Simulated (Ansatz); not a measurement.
Stepwise reaction of `F[Si](F)([SiH3])Cl` with hydrogen chloride, as a gas-phase model of exchange steps in deposition or etching. ΔE in kJ/mol.

Program: Ansatz. Geometries: PBE0-D4/def2-TZVP. ΔE: electronic, gas phase. CCSD(T)/CBS is the MP2 limit (def2-TZVPP, def2-QZVPP) plus CCSD(T) − MP2 in def2-TZVPP, frozen cores. This one scheme is used for every species. Functionals use def2-TZVPP. B3LYP here is the variant with VWN-RPA as its local correlation; programs differ in this. One conformer a species, not always the lowest.

```csv
step,reaction,PBE-D4,B3LYP-D4,ωB97M-V,CCSD(T)/CBS
2,`F[Si](F)(Cl)[SiH2]Cl` + HCl → `F[Si](F)(Cl)[SiH](Cl)Cl` + H₂,-78.0,-76.8,-76.5,-75.3
```

Question: Give the row of step 1, `F[Si](F)([SiH3])Cl` + HCl → `F[Si](F)(Cl)[SiH2]Cl` + H₂. (An estimate is asked.)

Answer: Computed: 
```csv
step,reaction,PBE-D4,B3LYP-D4,ωB97M-V,CCSD(T)/CBS
1,`F[Si](F)([SiH3])Cl` + HCl → `F[Si](F)(Cl)[SiH2]Cl` + H₂,-65.3,-65.8,-65.3,-65.2
```

Question: By hand: ΔE of the 2 steps together at CCSD(T)/CBS.

Answer: (-65.2) + (-75.3) = -140.5 kJ/mol, or -70.2 kJ/mol a step.

In ΔE each step is lower than the one before. All are downhill at CCSD(T)/CBS. PBE-D4 differs from CCSD(T)/CBS by -2.7 to -0.1 kJ/mol a step. Isolated molecules leave out the surface, adducts and barriers. Largest T1 diagnostic: 0.012.
